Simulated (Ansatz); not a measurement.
Consider the formal exchange of groups at a B–N bond: `BNC` + `[BH2][GaH][F]` → `[BH2][Ga]([BH2])[F]` + CH₃NH₂.

Gas-phase electronic energies from Ansatz, PBE0-D4/def2-TZVP geometries. CBS: MP2 limit from def2 TZ/QZ plus the TZ coupled-cluster correction, frozen cores. Functionals use def2-TZVPP. HSE06 is defined as in plane-wave codes. For Ga outer-core shells are correlated without core-valence functions, which leaves a few kJ/mol of doubt a bond. Scalar relativity is left out up to krypton.

| level | ΔE (eV) |
| --- | --- |
| HSE06-D4 | 1.81 |
| ωB97M-V | 1.86 |
| PBE-QIDH | 1.83 |
| CCSD/def2-SVP | 1.98 |

Q: What does CCSD(T)/CBS give? (Best estimate.)

A: Computed: +1.77 eV. The listed levels differ from it by 0.04, 0.09, 0.06, 0.21 eV.

Largest T1 diagnostic among the species: 0.014.

Leaving LDA and LC-ωPBE aside and taking each functional with its dispersion term where it has one, the values, not all of them listed here, spread over 0.10 eV, from revPBE-D4 to CAM-B3LYP-D4. LDA lies +0.21 eV from PBE without D4. In def2-TZVPP, CCSD(T) changes the Hartree–Fock value by +0.03 eV (the triples alone add +0.02 eV) and MP2 by +0.09 eV.
